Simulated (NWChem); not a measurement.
**A calculation on H₄Ti**

```xyz
5

Ti     0.0000     0.0000     0.0000
H      1.3902     0.0000     0.9824
H     -1.3902     0.0000     0.9824
H      0.0000    -1.3902    -0.9825
H      0.0000     1.3902    -0.9825
```
Charge 0, spin multiplicity 1.

All runs are NWChem calculations. The geometry was optimised at PBE/def2-SVP, a minimum by its harmonic frequencies.

Symmetry labels belong to the abelian group C2v used in the runs, with the axes of the coordinates shown; states degenerate in a higher group split over its labels.

The structure started from a generated list of species.

List the lowest 6 singlet excitations that TD-PBE/def2-SVPD gives, with oscillator strengths.


| state | symmetry | energy (eV) | wavelength (nm) | f |
|---|---|---|---|---|
| 1 | b2 | 3.01 | 411 | 0.000 |
| 2 | b1 | 3.01 | 411 | 0.000 |
| 3 | a2 | 3.02 | 411 | 0.000 |
| 4 | b1 | 3.31 | 374 | 0.001 |
| 5 | b2 | 3.31 | 374 | 0.001 |
| 6 | a1 | 3.31 | 374 | 0.001 |
